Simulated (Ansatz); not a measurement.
`[OH][Sn]([OH])([F])[F]` + H–F → `[OH][Sn]([F])([F])[F]` + H₂O at 700 K and 1 bar (ligand exchange at the Sn–O bond).

Computed with Ansatz on PBE0-D4/def2-TZVP structures; ΔE is electronic, products minus reactants. CBS: MP2 limit from def2 TZ/QZ plus the TZ coupled-cluster correction, frozen cores. This one scheme is used for every species. Elements past krypton have def2 core potentials. For Sn outer-core shells are correlated without core-valence functions, which leaves a few kJ/mol of doubt a bond. One conformer a species, not always the lowest.

```
                 species  CCSD(T)/CBS energy (Eh)  H − E (kJ/mol)  S (J/(mol·K))
`[OH][Sn]([OH])([F])[F]`               -565.27042           152.3          466.6
                     H–F               -100.39570            45.2          198.5
 `[OH][Sn]([F])([F])[F]`               -589.29279           115.9          455.8
                     H₂O                -76.37941            80.5          218.4
```

H − E and S are ideal-gas, rigid-rotor, harmonic terms from PBE0-D4/def2-TZVP, for one conformer and one mirror image of each species. 1 Eh = 2625.50 kJ/mol, R = 8.31446 J/(mol·K).

By hand: ΔE, ΔH, ΔS and ΔG.

ΔE = (-589.29279) + (-76.37941) − (-565.27042) − (-100.39570) = -0.00608 Eh = -16.0 kJ/mol. Δ(H − E) = 115.9 + 80.5 − 152.3 − 45.2 = -1.1, so ΔH = -17.1 kJ/mol. ΔS = 455.8 + 218.4 − 466.6 − 198.5 = 9.1 J/(mol·K). ΔG = -17.1 − 700 × (9.1)/1000 = -23.5 kJ/mol.

By hand: the equilibrium constant, and the temperature at which ΔG would vanish if ΔH and ΔS stayed fixed.

log₁₀ K = −ΔG/(RT ln 10) = 1.8. ΔH and −TΔS have one sign here, so there is no such temperature.

TΔS isn't small against ΔH here. A doubt of 5 kJ/mol in ΔE shifts log₁₀ K by 0.4 here. Other conformers and mirror images would add mixing entropy, several J/(mol·K) or more a flexible species. These are equilibria of isolated gas molecules and say nothing of rates. Largest T1 diagnostic: 0.015 (customary marks: 0.02 for closed shells, 0.045 for open ones).

ΔS is within the doubt of such terms, so its sign, and with it that verdict, could turn.
